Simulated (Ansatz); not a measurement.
Ansatz (a first-principles code) input (B3LYP-D3(BJ)/def2-TZVP):

Ansatz 0.2 input:
```yaml
crystal:
  periodic: [false, false, false]
  atoms:
    - {symbol: C, position_ang: [-2.26044247, -0.24252192, -0.05340764]}
    - {symbol: C, position_ang: [-0.82067744, 0.26253588, -0.14936143]}
    - {symbol: C, position_ang: [0.25189949, -0.73028271, 0.27140453]}
    - {symbol: C, position_ang: [1.80661687, -0.21263278, 0.18673843]}
    - {symbol: O, position_ang: [1.88073195, 0.95322808, -0.21320112]}
    - {symbol: H, position_ang: [-2.41248798, -1.12662500, -0.68090014]}
    - {symbol: H, position_ang: [-2.99188114, 0.51702024, -0.36955268]}
    - {symbol: H, position_ang: [-2.51031043, -0.53279875, 0.97215867]}
    - {symbol: H, position_ang: [-0.70816362, 1.17081772, 0.45296133]}
    - {symbol: H, position_ang: [-0.61206232, 0.58579998, -1.17528924]}
    - {symbol: H, position_ang: [0.11025669, -1.05757532, 1.31186212]}
    - {symbol: H, position_ang: [0.21441439, -1.64505429, -0.33787460]}
basis:
  gaussian:
    orbitals: def2-TZVP
hamiltonian:
  xc: b3lyp
  dispersion: d3bj
total_charge: -1
phonons: {temperatures: {t_min: 298.15, t_max: 298.15, t_step: 100}}
```

Output:

```
Functional definition: B3LYP
integrals: 0.10 GiB planned
1179 factors; their error is unknown
mean field: 0.98 GiB planned
mean field evaluation 1: about -6304.1830 eV, gradient 5.2e1 eV
mean field evaluation 2: about -6292.8297 eV, gradient 8.1e1 eV
mean field evaluation 4: about -6310.4301 eV, gradient 6.4e0 eV
mean field evaluation 8: about -6310.5234 eV, gradient 1.7e-1 eV
mean field evaluation 16: about -6310.5021 eV, gradient 4.8e-4 eV
mean field -6310.50207084 eV, -231.9066736913 hartree, gradient 1.0e-5 eV, S^2 0.000000; 0 other end points of the search recorded, 0 dependent functions left out
the calculation of the forces begins
reference -6310.50234223 eV, -231.9066836647 hartree; 20, 20 occupied and 177, 177 virtual orbitals, 1179 factors
these checks for a lower state are left out or cut short: stability, starts, cluster_reference, orbital_swaps, neighbouring_geometries, increment
integrals: 0.10 GiB planned
1179 factors; their error is unknown
mean field: 0.98 GiB planned
mean field -6310.50188330 eV, -231.9066667995 hartree, gradient 2.4e-6 eV, S^2 0.000000; 0 other end points of the search recorded, 0 dependent functions left out
the calculation of the forces begins
reference -6310.50215462 eV, -231.9066767702 hartree; 20, 20 occupied and 177, 177 virtual orbitals, 1179 factors
these checks for a lower state are left out or cut short: stability, starts, cluster_reference, orbital_swaps, neighbouring_geometries, increment
integrals: 0.10 GiB planned
1179 factors; their error is unknown
mean field: 0.97 GiB planned
mean field evaluation 32: about -6310.5020 eV, gradient 8.9e-3 eV
mean field -6310.50198732 eV, -231.9066706221 hartree, gradient 2.4e-6 eV, S^2 0.000000; 0 other end points of the search recorded, 0 dependent functions left out
the calculation of the forces begins
reference -6310.50225878 eV, -231.9066805982 hartree; 20, 20 occupied and 177, 177 virtual orbitals, 1179 factors
these checks for a lower state are left out or cut short: stability, starts, cluster_reference, orbital_swaps, neighbouring_geometries, increment
integrals: 0.10 GiB planned
1179 factors; their error is unknown
mean field: 0.98 GiB planned
mean field -6310.50191284 eV, -231.9066678851 hartree, gradient 2.4e-6 eV, S^2 0.000000; 0 other end points of the search recorded, 0 dependent functions left out
the calculation of the forces begins
reference -6310.50218422 eV, -231.9066778582 hartree; 20, 20 occupied and 177, 177 virtual orbitals, 1179 factors
these checks for a lower state are left out or cut short: stability, starts, cluster_reference, orbital_swaps, neighbouring_geometries, increment
integrals: 0.10 GiB planned
1179 factors; their error is unknown
mean field: 0.98 GiB planned
mean field -6310.50190644 eV, -231.9066676500 hartree, gradient 2.4e-6 eV, S^2 0.000000; 0 other end points of the search recorded, 0 dependent functions left out
the calculation of the forces begins
reference -6310.50217784 eV, -231.9066776236 hartree; 20, 20 occupied and 177, 177 virtual orbitals, 1179 factors
these checks for a lower state are left out or cut short: stability, starts, cluster_reference, orbital_swaps, neighbouring_geometries, increment
integrals: 0.10 GiB planned
1179 factors; their error is unknown
mean field: 0.98 GiB planned
mean field -6310.50189961 eV, -231.9066673988 hartree, gradient 2.4e-6 eV, S^2 0.000000; 0 other end points of the search recorded, 0 dependent functions left out
the calculation of the forces begins
reference -6310.50217100 eV, -231.9066773721 hartree; 20, 20 occupied and 177, 177 virtual orbitals, 1179 factors
these checks for a lower state are left out or cut short: stability, starts, cluster_reference, orbital_swaps, neighbouring_geometries, increment
integrals: 0.10 GiB planned
[...]
mean field -6310.50196069 eV, -231.9066696435 hartree, gradient 2.4e-6 eV, S^2 0.000000; 0 other end points of the search recorded, 0 dependent functions left out
the calculation of the forces begins
reference -6310.50223207 eV, -231.9066796166 hartree; 20, 20 occupied and 177, 177 virtual orbitals, 1179 factors
these checks for a lower state are left out or cut short: stability, starts, cluster_reference, orbital_swaps, neighbouring_geometries, increment
integrals: 0.10 GiB planned
1179 factors; their error is unknown
mean field: 0.98 GiB planned
mean field -6310.50200481 eV, -231.9066712648 hartree, gradient 2.4e-6 eV, S^2 0.000000; 0 other end points of the search recorded, 0 dependent functions left out
the calculation of the forces begins
reference -6310.50227620 eV, -231.9066812383 hartree; 20, 20 occupied and 177, 177 virtual orbitals, 1179 factors
these checks for a lower state are left out or cut short: stability, starts, cluster_reference, orbital_swaps, neighbouring_geometries, increment
integrals: 0.10 GiB planned
1179 factors; their error is unknown
mean field: 0.98 GiB planned
mean field -6310.50207085 eV, -231.9066736919 hartree, gradient 2.4e-6 eV, S^2 0.000000; 0 other end points of the search recorded, 0 dependent functions left out
the calculation of the forces begins
reference -6310.50234224 eV, -231.9066836652 hartree; 20, 20 occupied and 177, 177 virtual orbitals, 1179 factors
these checks for a lower state are left out or cut short: stability, starts, cluster_reference, orbital_swaps, neighbouring_geometries, increment
integrals: 0.10 GiB planned
1179 factors; their error is unknown
mean field: 0.98 GiB planned
mean field evaluation 448: about -6310.5187 eV, gradient 5.6e-1 eV
mean field -6310.50204284 eV, -231.9066726624 hartree, gradient 2.4e-6 eV, S^2 0.000000; 0 other end points of the search recorded, 0 dependent functions left out
the calculation of the forces begins
reference -6310.50231423 eV, -231.9066826358 hartree; 20, 20 occupied and 177, 177 virtual orbitals, 1179 factors
these checks for a lower state are left out or cut short: stability, starts, cluster_reference, orbital_swaps, neighbouring_geometries, increment
integrals: 0.10 GiB planned
1179 factors; their error is unknown
mean field: 0.98 GiB planned
mean field -6310.50203062 eV, -231.9066722135 hartree, gradient 2.4e-6 eV, S^2 0.000000; 0 other end points of the search recorded, 0 dependent functions left out
the calculation of the forces begins
reference -6310.50230198 eV, -231.9066821858 hartree; 20, 20 occupied and 177, 177 virtual orbitals, 1179 factors
these checks for a lower state are left out or cut short: stability, starts, cluster_reference, orbital_swaps, neighbouring_geometries, increment
integrals: 0.10 GiB planned
1179 factors; their error is unknown
mean field: 0.98 GiB planned
mean field -6310.50207052 eV, -231.9066736797 hartree, gradient 2.4e-6 eV, S^2 0.000000; 0 other end points of the search recorded, 0 dependent functions left out
the calculation of the forces begins
reference -6310.50234194 eV, -231.9066836541 hartree; 20, 20 occupied and 177, 177 virtual orbitals, 1179 factors
these checks for a lower state are left out or cut short: stability, starts, cluster_reference, orbital_swaps, neighbouring_geometries, increment
integrals: 0.10 GiB planned
1179 factors; their error is unknown
mean field: 0.98 GiB planned
mean field -6310.50200575 eV, -231.9066712994 hartree, gradient 2.4e-6 eV, S^2 0.000000; 0 other end points of the search recorded, 0 dependent functions left out
the calculation of the forces begins
reference -6310.50227715 eV, -231.9066812733 hartree; 20, 20 occupied and 177, 177 virtual orbitals, 1179 factors
these checks for a lower state are left out or cut short: stability, starts, cluster_reference, orbital_swaps, neighbouring_geometries, increment
integrals: 0.10 GiB planned
1179 factors; their error is unknown
mean field: 0.98 GiB planned
mean field evaluation 480: about -6310.5020 eV, gradient 8.9e-3 eV
mean field -6310.50196144 eV, -231.9066696711 hartree, gradient 2.4e-6 eV, S^2 0.000000; 0 other end points of the search recorded, 0 dependent functions left out
the calculation of the forces begins
reference -6310.50223281 eV, -231.9066796438 hartree; 20, 20 occupied and 177, 177 virtual orbitals, 1179 factors
these checks for a lower state are left out or cut short: stability, starts, cluster_reference, orbital_swaps, neighbouring_geometries, increment
integrals: 0.10 GiB planned
1179 factors; their error is unknown
mean field: 0.98 GiB planned
mean field -6310.50207301 eV, -231.9066737710 hartree, gradient 2.4e-6 eV, S^2 0.000000; 0 other end points of the search recorded, 0 dependent functions left out
the calculation of the forces begins
reference -6310.50234439 eV, -231.9066837443 hartree; 20, 20 occupied and 177, 177 virtual orbitals, 1179 factors
these checks for a lower state are left out or cut short: stability, starts, cluster_reference, orbital_swaps, neighbouring_geometries, increment
integrals: 0.10 GiB planned
1179 factors; their error is unknown
mean field: 0.98 GiB planned
mean field -6310.50204311 eV, -231.9066726723 hartree, gradient 2.4e-6 eV, S^2 0.000000; 0 other end points of the search recorded, 0 dependent functions left out
the calculation of the forces begins
reference -6310.50231450 eV, -231.9066826457 hartree; 20, 20 occupied and 177, 177 virtual orbitals, 1179 factors
these checks for a lower state are left out or cut short: stability, starts, cluster_reference, orbital_swaps, neighbouring_geometries, increment
integrals: 0.10 GiB planned
1179 factors; their error is unknown
mean field: 0.98 GiB planned
mean field -6310.50197163 eV, -231.9066700456 hartree, gradient 2.4e-6 eV, S^2 0.000000; 0 other end points of the search recorded, 0 dependent functions left out
the calculation of the forces begins
reference -6310.50224299 eV, -231.9066800179 hartree; 20, 20 occupied and 177, 177 virtual orbitals, 1179 factors
these checks for a lower state are left out or cut short: stability, starts, cluster_reference, orbital_swaps, neighbouring_geometries, increment
integrals: 0.10 GiB planned
1179 factors; their error is unknown
mean field: 0.98 GiB planned
mean field -6310.50203185 eV, -231.9066722587 hartree, gradient 2.4e-6 eV, S^2 0.000000; 0 other end points of the search recorded, 0 dependent functions left out
the calculation of the forces begins
reference -6310.50230327 eV, -231.9066822332 hartree; 20, 20 occupied and 177, 177 virtual orbitals, 1179 factors
these checks for a lower state are left out or cut short: stability, starts, cluster_reference, orbital_swaps, neighbouring_geometries, increment
integrals: 0.10 GiB planned
1179 factors; their error is unknown
mean field: 0.97 GiB planned
mean field evaluation 512: about -6310.5192 eV, gradient 3.6e-4 eV
mean field -6310.50202791 eV, -231.9066721137 hartree, gradient 2.4e-6 eV, S^2 0.000000; 0 other end points of the search recorded, 0 dependent functions left out
the calculation of the forces begins
reference -6310.50229930 eV, -231.9066820872 hartree; 20, 20 occupied and 177, 177 virtual orbitals, 1179 factors
these checks for a lower state are left out or cut short: stability, starts, cluster_reference, orbital_swaps, neighbouring_geometries, increment
integrals: 0.10 GiB planned
1179 factors; their error is unknown
mean field: 0.98 GiB planned
mean field -6310.50203429 eV, -231.9066723481 hartree, gradient 2.4e-6 eV, S^2 0.000000; 0 other end points of the search recorded, 0 dependent functions left out
the calculation of the forces begins
reference -6310.50230567 eV, -231.9066823213 hartree; 20, 20 occupied and 177, 177 virtual orbitals, 1179 factors
WARN: phonons: modes at or below zero, which the zero-point energy, F, S and C_V leave out: 1, the lowest at -29.77 cm⁻¹ …
Total energy: -6310.87072198 eV, -231.9202213710 hartree
Atom 0 at    -2.260442    -0.242522    -0.053408 Å, force    -0.000583    -0.000109    -0.000275 eV/Å
Atom 1 at    -0.820677     0.262536    -0.149361 Å, force     0.000768     0.000128     0.000558 eV/Å
Atom 2 at     0.251899    -0.730283     0.271405 Å, force     0.000404     0.000117    -0.000309 eV/Å
Atom 3 at     1.806617    -0.212633     0.186738 Å, force    -0.000237    -0.000710     0.000377 eV/Å
Atom 4 at     1.880732     0.953228    -0.213201 Å, force    -0.000253     0.000909    -0.000141 eV/Å
Atom 5 at    -2.412488    -1.126625    -0.680900 Å, force     0.000099     0.000113     0.000196 eV/Å
Atom 6 at    -2.991881     0.517020    -0.369553 Å, force    -0.000071     0.000184    -0.000047 eV/Å
Atom 7 at    -2.510310    -0.532799     0.972159 Å, force     0.000187     0.000038     0.000034 eV/Å
Atom 8 at    -0.708164     1.170818     0.452961 Å, force    -0.000213     0.000102    -0.000393 eV/Å
Atom 9 at    -0.612062     0.585800    -1.175289 Å, force    -0.000055     0.000004     0.000047 eV/Å
Atom 10 at     0.110257    -1.057575     1.311862 Å, force     0.000108    -0.000219    -0.000133 eV/Å
Atom 11 at     0.214414    -1.645054    -0.337875 Å, force    -0.000151    -0.000557     0.000087 eV/Å
Dipole moment:    -1.448374    -0.049459    -0.073646 e Å
Vibrations: -29.77 143.16 196.73 254.25 299.07 603.90 672.87 674.25 795.23 894.92 991.02 1033.96 1090.65 1179.80 1227.78 1302.93 1333.74 1387.98 1440.57 1474.00 1485.91 1498.22 1574.51 2938.02 2955.63 2985.39 3000.19 3017.79 3022.74 3053.42 cm⁻¹, zero-point energy 2.636439 eV
```

It need not be the lowest isomer of its formula. Whether it binds its extra electron was not tested at this geometry.
